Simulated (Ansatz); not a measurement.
Geometry optimisation, RKS B3LYP/def2-SVP in Ansatz 0.2.0.

input.yaml

```yaml
crystal:
  periodic: [false, false, false]
  atoms:
    - { symbol: W, position_ang: [0.137888, 0.105143, -0.465733] }
    - { symbol: H, position_ang: [-0.094741, 0.013005, 1.232769] }
    - { symbol: H, position_ang: [1.462535, -0.618439, 0.321453] }
    - { symbol: H, position_ang: [-0.638429, 1.478216, 0.173236] }
    - { symbol: H, position_ang: [-1.403041, -0.24548, 0.025575] }
    - { symbol: H, position_ang: [-0.225465, -1.400987, 0.117121] }
    - { symbol: F, position_ang: [-0.355458, -0.500422, -2.190808] }
    - { symbol: "N", position_ang: [1.882937, 1.97348, 1.560989] }
    - { symbol: H, position_ang: [2.699218, 1.532421, 1.147825] }
    - { symbol: H, position_ang: [1.537731, 2.767112, 1.029756] }
    - { symbol: H, position_ang: [1.136924, 1.292352, 1.810818] }
basis:
  gaussian: { orbitals: def2-SVP }
hamiltonian:
  xc: b3lyp
relax:
  f_tol: 0.03
  max_steps: 50
output:
  orbitals: {}
```

Command:

```bash
$ ansatz run input.yaml --threads 2 --pin off --max-ram 3072MiB --backend cpu --events-out ev --progress --plain --runs-dir out
```

Problem. Where does it end, and by what steps?

Solution. The run converged. After 11 steps the energy has fallen by 1.393 eV; N8 moved furthest, 0.76 Å. Joined: W1–N8 (3.26 → 2.29 Å).

| step | energy less start (eV) | largest force component (eV/Å) | accepted |
| --- | --- | --- | --- |
| 0 | 0.0000 | 0.700 | yes |
| 1 | -0.1464 | 0.666 | yes |
| 2 | -0.2928 | 1.023 | yes |
| 3 | -0.4709 | 1.170 | yes |
| 4 | -0.8162 | 1.143 | yes |
| 5 | -0.9952 | 2.181 | yes |
| 6 | -1.3300 | 0.496 | yes |
| 7 | -1.3447 | 0.926 | yes |
| 8 | -1.3781 | 0.134 | yes |
| 9 | -1.3922 | 0.050 | yes |
| 10 | -1.3930 | 0.048 | yes |
| 11 | -1.3933 | 0.016 | yes |

```xyz
11
Properties=species:S:1:pos:R:3
W 0.218 0.199 -0.187
H -0.277 -0.167 1.423
H 1.342 -0.719 0.697
H -0.748 1.397 0.534
H -1.406 -0.172 -0.059
H -0.186 -1.407 0.035
F 0.179 0.015 -2.091
N 1.602 1.649 0.929
H 2.603 1.464 0.830
H 1.440 2.641 0.739
H 1.371 1.496 1.913
```

Whether the end is a true minimum wasn't checked by a vibrational analysis.

Time of the run: 31 s on 2 threads of Intel(R) Xeon(R) 6975P-C (Granite Rapids), with other jobs on the host, peak memory 0.22 GiB.
